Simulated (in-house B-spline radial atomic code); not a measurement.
Computed with a B-spline radial atomic code. Model: two electrons, singlet ground state, non-relativistic, full CI in B-splines with partial waves to l = 8 (at full coupling up to 3e-4 hartree above the limit, correlation up to 0.6 % small), density held at that of full coupling by Lieb maximisation.

W(λ) is the mean repulsion in the state of coupling λ less the Hartree energy of the fixed density. Its start is exact exchange, its initial slope is twice the second-order Görling-Levy correlation energy, and its area from 0 to 1 is E_xc. A straight curve means weak, dynamic correlation, and a curve that drops fast and flattens means strong correlation.

Command:
```bash
python run_ac.py task.json out
```
Settings (lengths in bohr, energies in hartree):
```
potential              harmonic
strength               26.1
lmax                   8
```

Run time, properties included: 4.7 s on 1 thread of Intel(R) Xeon(R) Processor @ 2.30GHz, on a shared host.

**W = mean repulsion less Hartree energy, and W of three functionals.**

Given: confinement harmonic well; well frequency 26.1 hartree; external potential omega^2 r^2/2.

Computed: LDA exchange minus exact 583.48 millihartree; PBE exchange minus exact 171.63 millihartree.

```csv
coupling,W xc (hartree),W xc minus exchange (millihartree),kinetic minus Kohn-Sham (millihartree),LDA (PW92) W minus its exchange (millihartree),PBE W minus its exchange (millihartree),SCAN W minus its exchange (millihartree)
0,-4.0209,0,0,0,0,0
0.02,-4.0229,-1.985,0,-15.37,-3.26,-1.92
0.05,-4.0258,-4.953,0.1,-32.81,-8.1,-4.77
0.12,-4.0327,-11.839,0.7,-66.1,-19.15,-11.33
0.25,-4.0453,-24.477,3,-116.17,-38.94,-23.27
0.4,-4.0597,-38.821,7.7,-164.48,-60.75,-36.72
0.6,-4.0784,-57.561,17.1,-219.89,-88.41,-54.18
0.8,-4.0967,-75.87,29.9,-268.57,-114.67,-71.16
1,?,?,?,?,?,?
1.4,-4.1492,-128.33,87.4,-390.02,-186.79,-119.59
2,-4.1982,-177.34,170.5,-488.72,-251.1,-164.74
3,-4.273,-252.09,356.7,-623.36,-345.44,-233.83
4.5,-4.3711,-350.19,722.7,-782.71,-465.08,-325.6
7,?,?,?,?,?,?
10,-4.6293,-608.47,2535.2,-1160.8,-774.13,-578.31
```

(1) What belongs in the row 1?

(2) What belongs in the row 7?

(3) What is the SCAN exchange minus exact?

**Energy parts, natural occupations and partial-wave weights.**

Computed: total energy 82.3006 hartree; exchange energy -4.0209 hartree; correlation energy -0.047791 hartree; kinetic part of the DFT correlation energy 0.04597 hartree; initial slope twice GL2 -0.099355 hartree; kinetic part over minus potential part 0.49029; Lieb Oxford ratio E_xc over LDA exchange 1.1836.

```json
{"natural": "s", "occupation of the shell (electrons)": "1.9987"}
{"natural": "p", "occupation of the shell (electrons)": "?"}
{"natural": "s", "occupation of the shell (electrons)": "6.4661e-05"}
{"natural": "d", "occupation of the shell (electrons)": "5.6487e-05"}
{"natural": "p", "occupation of the shell (electrons)": "1.1541e-05"}
{"natural": "f", "occupation of the shell (electrons)": "7.7344e-06"}
```

(4) What belongs in the row p?

```
wave      weight
   s      0.9994
   p  0.00056956
   d  2.9633e-05
   f           ?
   g  9.9669e-07
```

(5) What belongs in the row f?

(6) What is the Kohn-Sham kinetic?

(7) What is the Hartree energy?

Results:

(1) W xc (hartree): -4.1146; W xc minus exchange (millihartree): -93.761; kinetic minus Kohn-Sham (millihartree): 46; LDA (PW92) W minus its exchange (millihartree): -312.47; PBE W minus its exchange (millihartree): -139.73; SCAN W minus its exchange (millihartree): -87.71.

(2) W xc (hartree): -4.5048; W xc minus exchange (millihartree): -483.96; kinetic minus Kohn-Sham (millihartree): 1485; LDA (PW92) W minus its exchange (millihartree): -982.84; PBE W minus its exchange (millihartree): -624.96; SCAN W minus its exchange (millihartree): -454.03.

(3) 13.594 millihartree.

(4) occupation of the shell (electrons): 0.0011268.

(5) weight: 4.2752e-06.

(6) 38.159 hartree.

(7) 8.0417 hartree.

Half-way to full coupling W has made 51 % of its drop, against 50 % for a straight line, and second-order (GL2) theory, half the initial slope, overshoots the correlation energy by about 4 %: correlation is weak here. Over couplings 0 to 1 the errors in E_xc come to about +449 millihartree for LDA, +146 millihartree for PBE, +16 millihartree for SCAN, so SCAN is nearest. In LDA and PBE the errors of exchange and correlation have opposite signs, so the sum is smaller than the larger of the two.
